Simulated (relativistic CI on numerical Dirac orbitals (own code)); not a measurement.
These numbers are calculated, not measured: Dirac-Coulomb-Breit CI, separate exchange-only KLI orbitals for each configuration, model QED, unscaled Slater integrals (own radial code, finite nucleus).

The strongest absorption lines from the ground level of an ion, among the configurations computed and to levels below about 3310 eV (vacuum wavelength in Å, gf): 4.8191 (0.47), 5.3805 (1.2), 5.5461 (0.058), 5.8935 (6.3), 6.0866 (1.8), 6.3598 (0.37), 7.3027 (0.28), 7.4483 (0.15).

(1) Which ion is it?
A. Ta XLIV
B. Ta XLVI
C. Ta XLVIII
D. Tm XLII

Results:

(1) B. Ta XLVI has 28 electrons and the ground level 3s2 3p6 3d10 1S_0; the strongest line goes to 3s2 3p6 3d9 4f 1P°_1. The pattern of lines fixes the number of electrons, and along that sequence the line energies rise steadily with the charge (about as its square where n changes within one kind of shell, about linearly where n is kept but much faster in heavy ions where fine structure, which grows about as Z⁴, sets the gap, and irregularly where shells cross), which fixes Z. Configurations outside the model, such as inner-shell arrays, can give stronger lines. At this charge energies of transitions that change n are usually good to better than 1 %, and those within a shell (Δn = 0) to a few per cent.

LS names give the leading component of a level, which can be under half, so a name can repeat, a term be missing and a line seem to break the LS rules.
